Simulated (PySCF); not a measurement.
# Correlation energy of S (sulfur, neutral)

[Ne] 3s2 3p4, high-spin 3P determinant. Computed with PySCF 2.14 in aug-cc-pVQZ-DK, with the spin-free X2C one-electron Hamiltonian (Gaussian nucleus). Frozen: [Ne]; 6 electrons correlated.

| level | correlation energy (mhartree) |
| --- | --- |
| CCSD | -149.42 |
| (T) | -5.84 |
| CCSD(T) | -155.26 |

Diagnostics: T1 = 0.010, D1 = 0.0315, largest double amplitude 0.042.

Cost of the coupled-cluster step: about 23 core-seconds, for 6 correlated electrons.
